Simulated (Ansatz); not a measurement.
C₃H₅NSe (`CC1N=C[Se]1`), 10 atoms. Charge 0, multiplicity 1. Correlated methods include outer-core shells of Se, which these sets cover unevenly. Scalar relativity is left out up to krypton. All runs use 4 threads of an AMD EPYC 9R45 on a shared host. Correlated methods freeze the cores.

**Question.** How many basis functions does each run have, and how long does it take in Ansatz? RKS ωB97M-V/def2-SVP energy; RHF-CCSD(T)/def2-SVP energy; RHF-MP2/def2-QZVPP energy; RKS ωB97M-V/def2-TZVPP energy and forces; RKS B3LYP-D4/def2-TZVPP energy and forces; RKS PBE0-D4/def2-QZVPP energy; RKS PBE0-D4/def2-TZVPP energy; direct RPA on PBE orbitals/def2-TZVPP energy; RKS PBE0-D4/def2-SVP energy; RKS PBE0-D4/def2-TZVP relaxation (8 steps); RKS ωB97M-V/def2-QZVPP energy; RHF-CCSD(T)/def2-TZVPP energy. (Estimate.)

**Answer.** Computed: Other jobs shared the machine, so times are rough.

```tsv
level	job	functions	wall time	peak host memory (GiB)
RKS PBE0-D4/def2-SVP	energy	113	0.65 s	0.26
RKS PBE0-D4/def2-TZVPP	energy	242	1.4 s	0.66
RKS ωB97M-V/def2-SVP	energy	113	1.9 s	0.38
RKS B3LYP-D4/def2-TZVPP	energy and forces	242	1.9 s	0.73
direct RPA on PBE orbitals/def2-TZVPP	energy	242	2.8 s	0.7
RHF-CCSD(T)/def2-SVP	energy	113	3.2 s	0.63
RKS PBE0-D4/def2-QZVPP	energy	467	3.5 s	1.8
RKS ωB97M-V/def2-TZVPP	energy and forces	242	4.3 s	0.93
RKS ωB97M-V/def2-QZVPP	energy	467	7.5 s	2.1
RHF-MP2/def2-QZVPP	energy	467	11 s	3.1
RKS PBE0-D4/def2-TZVP	relaxation (8 steps)	202	14 s	0.59
RHF-CCSD(T)/def2-TZVPP	energy	242	63 s	5.1
```

B3LYP here is the variant with VWN-RPA as its local correlation; programs differ in this.
